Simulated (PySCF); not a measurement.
F₃Fe (SMILES [F][Fe]([F])[F]), sextet, at a GFN2-xTB geometry (such geometries of metal compounds can be far from the true shape). Base run: B3LYP/6-31G* in PySCF.

Here is a job for PySCF.
```python
from pyscf import gto, scf, dft

mol = gto.Mole()
mol.atom = '''
    Fe    0.084720   -0.138893   -0.361811
    F    -1.483611   -0.754423    0.361071
    F    -0.085927    1.682882   -0.247294
    F     1.324791   -0.527211    0.931454
'''
mol.basis = '6-31g*'
mol.charge = 0
mol.spin = 5
mol.verbose = 4
mol.build()

mf = dft.UKS(mol)
mf.xc = 'b3lyp'
mf.kernel()
```

Each row names what was changed in the base input (with any setting that the change needs).

```json
[
 {"change": "base", "ΔE vs base (mEh)": "0.000", "fitting functions": "-", "dipole (D)": "5.06", "outcome": "converged"},
 {"change": "only_dfj = on; auxbasis = def2-universal-jfit", "ΔE vs base (mEh)": "-0.193", "fitting functions": "236", "dipole (D)": "5.06", "outcome": "converged"},
 {"change": "auxbasis = def2-svp-ri", "ΔE vs base (mEh)": "-9207.6", "fitting functions": "287", "dipole (D)": "5.06", "outcome": "converged"},
 {"change": "auxbasis = cc-pvtz-jkfit", "ΔE vs base (mEh)": "-", "fitting functions": "-", "dipole (D)": "-", "outcome": "input refused"},
 {"change": "auxbasis = def2-universal-jfit", "ΔE vs base (mEh)": "1118.2", "fitting functions": "236", "dipole (D)": "5.08", "outcome": "converged"},
 {"change": "auxbasis = def2-tzvp-ri", "ΔE vs base (mEh)": "-10664.5", "fitting functions": "410", "dipole (D)": "5.05", "outcome": "converged"},
 {"change": "auxbasis = default (with mf = mf.density_fit())", "ΔE vs base (mEh)": "-0.019", "fitting functions": "555", "dipole (D)": "5.06", "outcome": "converged"},
 {"change": "auxbasis = autoaux", "ΔE vs base (mEh)": "-0.117", "fitting functions": "726", "dipole (D)": "5.06", "outcome": "converged"},
 {"change": "auxbasis = cc-pvqz-jkfit", "ΔE vs base (mEh)": "-", "fitting functions": "-", "dipole (D)": "-", "outcome": "input refused"},
 {"change": "auxbasis = cc-pvtz-ri", "ΔE vs base (mEh)": "-", "fitting functions": "-", "dipole (D)": "-", "outcome": "input refused"}
]
```

A fitting set is made for a task (jfit for Coulomb, jkfit for Coulomb and exchange, ri for correlation) and for a family of orbital bases.

Open shells are given as the SCF converged; they aren't shown to be the lowest states, and a large step between rows can be another state.

- auxbasis = cc-pvtz-jkfit: ended with `pyscf.lib.exceptions.BasisNotFoundError: Basis set not found for Fe in cc-pvtz-jkfit`
- auxbasis = cc-pvqz-jkfit: ended with `pyscf.lib.exceptions.BasisNotFoundError: Basis set not found for Fe in cc-pvqz-jkfit`
- auxbasis = cc-pvtz-ri: ended with `pyscf.lib.exceptions.BasisNotFoundError: Basis set not found for Fe in cc-pvtz-ri`
